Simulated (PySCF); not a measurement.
Job file and geometry (Å, from GFN2-xTB) of an NMR shielding run on `COB(/C=C\SC)OC`, C5H11BO2S, GIAO PBE0/pcSseg-1 NMR shielding, non-relativistic, gas phase (PySCF 2.14.0, density-fitted response routines); density fitting, a coarse starting grid and PySCF grid level 2 are the driver's defaults:

```
{"job": {"kind": "nmr", "xc": "PBE0", "basis": "pcSseg-1"}, "charge": 0, "multiplicity": 1}
C     -2.719445    -1.843510    -0.524760
O     -2.291446    -0.518631    -0.352456
B     -0.974886    -0.163958    -0.228278
C      0.245762    -1.137510    -0.259348
C      1.502701    -0.708885    -0.108118
S      1.948781     0.954571     0.139107
C      3.762632     0.731490     0.275249
O     -0.659412     1.139848    -0.058229
C     -1.595670     2.188394    -0.001422
H     -2.383138    -2.478975     0.299670
H     -3.810476    -1.833501    -0.547288
H     -2.345229    -2.259015    -1.465218
H      0.108907    -2.201406    -0.407294
H      2.352110    -1.377255    -0.129050
H      3.991507     0.076805     1.110258
H      4.185660     1.713812     0.453472
H      4.155990     0.324716    -0.651259
H     -1.441905     2.737870     0.929949
H     -2.616257     1.805794    -0.042201
H     -1.421332     2.860026    -0.845516
```

Q: What does the program print?

A: 
```
coarse grid: 17136 points
cycle   1  E = -769.8749170650  dE =  1.127e+00  |g| = 7.921e-01  |ddm| = 3.912e+00
cycle   2  E = -769.7461518577  dE =  1.288e-01  |g| = 1.148e+00  |ddm| = 1.518e+00
cycle   3  E = -769.9957719488  dE = -2.496e-01  |g| = 1.096e-01  |ddm| = 9.695e-01
cycle   4  E = -769.9980709363  dE = -2.299e-03  |g| = 4.641e-02  |ddm| = 1.180e-01
cycle   5  E = -769.9985277345  dE = -4.568e-04  |g| = 1.708e-02  |ddm| = 4.524e-02
cycle   6  E = -769.9985921996  dE = -6.447e-05  |g| = 3.873e-03  |ddm| = 1.648e-02
cycle   7  E = -769.9985952595  dE = -3.060e-06  |g| = 1.132e-03  |ddm| = 3.767e-03
final grid: 160504 points
cycle   8  E = -770.0733450444  dE = -3.804e-05  |g| = 1.490e-02  |ddm| = 3.904e-02
cycle   9  E = -770.0732980712  dE =  4.697e-05  |g| = 2.124e-02  |ddm| = 2.610e-02
cycle  10  E = -770.0733914252  dE = -9.335e-05  |g| = 1.778e-03  |ddm| = 1.683e-02
cycle  11  E = -770.0733921290  dE = -7.038e-07  |g| = 2.670e-04  |ddm| = 1.541e-03
cycle  12  E = -770.0733921400  dE = -1.101e-08  |g| = 1.561e-04  |ddm| = 3.981e-04
cycle  13  E = -770.0733921450  dE = -5.000e-09  |g| = 4.442e-05  |ddm| = 1.502e-04
cycle  14  E = -770.0733921455  dE = -4.748e-10  |g| = 9.747e-06  |ddm| = 5.184e-05
converged SCF energy = -770.0733921455

GIAO shielding tensors (ppm)
atom      isotropic    diamagn.    paramagn.     s11        s22        s33       span
  0 C      132.111     242.640    -110.529    106.754    107.033    182.546     75.793
  1 O      247.199     396.799    -149.599     98.272    294.300    349.026    250.754
  2 B       76.016     199.309    -123.293     64.281     77.000     86.766     22.485
  3 C       71.853     260.156    -188.303    -32.836     70.783    177.612    210.449
  4 C       20.394     260.756    -240.361    -91.718     28.926    123.976    215.694
  5 S      442.077    1059.318    -617.241    263.881    445.394    616.956    353.075
  6 C      163.753     252.677     -88.924    139.916    162.884    188.458     48.542
  7 O      224.985     402.235    -177.251     94.973    245.514    334.467    239.494
  8 C      136.900     242.129    -105.230    104.877    121.626    184.196     79.319
  9 H       27.799      29.460      -1.661     24.064     25.831     33.502      9.438
 10 H       27.737      26.963       0.774     23.387     25.985     33.840     10.453
 11 H       27.798      29.009      -1.211     24.120     25.617     33.655      9.535
 12 H       26.060      34.207      -8.146     23.924     24.067     30.190      6.266
 13 H       24.591      33.990      -9.399     21.831     22.539     29.403      7.573
 14 H       29.566      30.423      -0.857     24.636     27.793     36.269     11.633
 15 H       29.983      29.494       0.489     25.154     27.292     37.503     12.350
 16 H       29.526      30.090      -0.564     24.593     27.718     36.267     11.674
 17 H       27.984      29.022      -1.039     23.449     26.116     34.386     10.937
 18 H       27.072      29.161      -2.089     21.816     27.412     31.989     10.173
 19 H       28.023      28.711      -0.688     23.599     25.905     34.565     10.966
```

Size and cost of the density-fitted run: 215 basis functions, 40 s wall time on 1 thread of an Arm Neoverse V2, shared host.
